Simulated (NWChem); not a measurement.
C$_{4}$H$_{12}$Ge; SMILES C[C](C)(C)[GeH3]

No frequency run checked for a minimum.

Question: Give the equilibrium geometry at PBE-D3(BJ)/def2-SVP (NWChem) as a list of bonds and angles, with the point group.

Answer: point group C3; any orientation.
Bonded distances (Å): Ge1–C2 1.999, Ge1–H6 1.556, Ge1–H7 1.556, Ge1–H8 1.556, C2–C3 1.537, C2–C4 1.537, C2–C5 1.537, C3–H9 1.113, C3–H10 1.110, C3–H11 1.110, C4–H12 1.110, C4–H13 1.110, C4–H14 1.113, C5–H15 1.110, C5–H16 1.110, C5–H17 1.113. Bond angles (°): C2–Ge1–H6 110.2, C2–Ge1–H7 110.2, C2–Ge1–H8 110.2, H6–Ge1–H7 108.8, H6–Ge1–H8 108.8, H7–Ge1–H8 108.8, Ge1–C2–C3 108.7, Ge1–C2–C4 108.7, Ge1–C2–C5 108.7, C3–C2–C4 110.2, C3–C2–C5 110.2, C4–C2–C5 110.2, C2–C3–H9 110.3, C2–C3–H10 111.9, C2–C3–H11 111.9, H9–C3–H10 107.3, H9–C3–H11 107.3, H10–C3–H11 107.8, C2–C4–H12 111.9, C2–C4–H13 111.9, C2–C4–H14 110.3, H12–C4–H13 107.8, H12–C4–H14 107.3, H13–C4–H14 107.3, C2–C5–H15 111.9, C2–C5–H16 111.9, C2–C5–H17 110.3, H15–C5–H16 107.8, H15–C5–H17 107.3, H16–C5–H17 107.3.
